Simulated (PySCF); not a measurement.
Titanium: a sound run and one with changed settings

Sound run: Ti⁺ [Ar] 3d2 4s1, Ti²⁺ [Ar] 3d2. All numbers are calculated (PySCF 2.14, no relativity, point nucleus, in cc-pVDZ). In the sound run the correlated levels freeze [Ar]. The sound run starts from symmetry-adapted Hartree-Fock orbitals and uses a fine grid where one is needed.

Changed run: basis STO-3G. This setting is unsound on purpose.

```
species  method  sound run (hartree)  changed run (hartree)  converged
    Ti⁺     UHF           -848.20662             -839.44286        yes
    Ti⁺     PBE           -848.87138             -839.98728        yes
    Ti⁺    MN15           -849.07369             -838.78164        yes
    Ti⁺     MP2           -848.21454             -839.44286        yes
   Ti²⁺     UHF           -847.73378             -838.95528        yes
   Ti²⁺     PBE           -848.36070             -839.45494        yes
   Ti²⁺    MN15           -848.58497             -838.27307        yes
   Ti²⁺     MP2           -847.73645             -838.95528        yes
```

Ionisation energy of Ti⁺:

```tsv
method	sound run (eV)	changed run (eV)
UHF	12.867	13.268
PBE	13.896	14.486
MN15	13.299	13.839
MP2	13.009	13.268
SCS-MP2	12.914	13.268
```

A minimal basis cannot let orbitals breathe on ionisation and holds almost no correlation.

For comparison, NIST gives 13.575 eV between the lowest levels.
